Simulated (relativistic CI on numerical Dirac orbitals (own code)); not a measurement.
## Radial parameters of Ta XXXVI

Method of calculation: Dirac-Coulomb-Breit CI, orbitals from a KLI potential per configuration, QED by a radiative potential, unscaled Slater integrals (own radial code, finite nucleus).

Slater integrals F^k, G^k are unscaled and averaged over j, outside the closed core [Ar] 3d10; ζ comes from projecting the Hamiltonian with its Breit term on Σ l·s of the shell.

- 4s2 4p6 4d2: F^2(4d,4d) = 233260, F^4(4d,4d) = 158940, ζ(4d) = 55927 cm⁻¹; <r>(4d) = 0.4303, <r^2>(4d) = 0.2116 (bohr units).
- 4s2 4p6 4d 4f: ζ(4d) = 55867, F^2(4d,4f) = 234780, F^4(4d,4f) = 152990, G^1(4d,4f) = 239160, G^3(4d,4f) = 166080, G^5(4d,4f) = 122420, ζ(4f) = 9471.1 cm⁻¹; <r>(4d) = 0.4307, <r^2>(4d) = 0.212, <r>(4f) = 0.404, <r^2>(4f) = 0.1848 (bohr units).
- 4s2 4p5 4d3: ζ(4p) = 447100, F^2(4d,4d) = 233210, F^4(4d,4d) = 158910, F^2(4p,4d) = 234220, G^1(4p,4d) = 290550, G^3(4p,4d) = 186250, ζ(4d) = 55701 cm⁻¹; <r>(4p) = 0.429, <r^2>(4p) = 0.2082, <r>(4d) = 0.4304, <r^2>(4d) = 0.2117 (bohr units).

(1) Give the Racah parameters of the d shell in 4s2 4p6 4d2.

Averages of the first 10 configurations, taken without configuration mixing, which lowers the lowest level and can move excited configurations by several eV; other configurations of the list can lie among them:

```csv
Configuration,Parity,States,Average energy above the lowest level (eV)
4s2 4p6 4d2,even,45,26.5
4s2 4p6 4d 4f,odd,140,225.1
4s2 4p5 4d3,odd,720,223.7
4s 4p6 4d3,even,240,388.0
4s2 4p5 4d2 4f,even,3780,419.9
4s 4p6 4d2 4f,odd,1260,584.5
4s2 4p6 4d 5s,even,20,479.8
4s2 4p6 4f 5s,odd,28,678.1
4s2 4p6 4d 5p,odd,60,548.7
4s2 4p6 4f2,even,91,426.2
```

## Answers

(1) B = F²/49 − 5F⁴/441 = 2958 cm⁻¹ and C = 35F⁴/441 = 12615 cm⁻¹.
